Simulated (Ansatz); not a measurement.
Basis-set series for `C1N[CH2][Zn][O]1`. Total charge 0; spin multiplicity 1. The geometry is a stationary point of PBE0-D4/def2-TZVP.

```json
{"functional": "PBE0-D4", "basis": "def2-TZVPP", "functions": "258", "energy (Eh)": "-1988.13412", "HOMO (eV)": "-6.15", "LUMO (eV)": "-2.44"}
{"functional": "PBE0-D4", "basis": "def2-QZVPP", "functions": "478", "energy (Eh)": "-1988.19063", "HOMO (eV)": "-6.19", "LUMO (eV)": "-2.45"}
{"functional": "ωB97M-V", "basis": "def2-TZVPP", "functions": "258", "energy (Eh)": "-1988.43742", "HOMO (eV)": "-8.45", "LUMO (eV)": "-0.79"}
{"functional": "ωB97M-V", "basis": "def2-QZVPP", "functions": "478", "energy (Eh)": "-1988.49199", "HOMO (eV)": "-8.48", "LUMO (eV)": "-0.87"}
```

Task: Give the rows for def2-SVP. (Best estimate.)

Result: Computed: 
| functional | basis | functions | energy (Eh) | HOMO (eV) | LUMO (eV) |
| --- | --- | --- | --- | --- | --- |
| PBE0-D4 | def2-SVP | 112 | -1987.63578 | -5.85 | -2.15 |
| ωB97M-V | def2-SVP | 112 | -1987.93107 | -8.14 | -0.45 |

Scalar relativity is left out up to krypton.
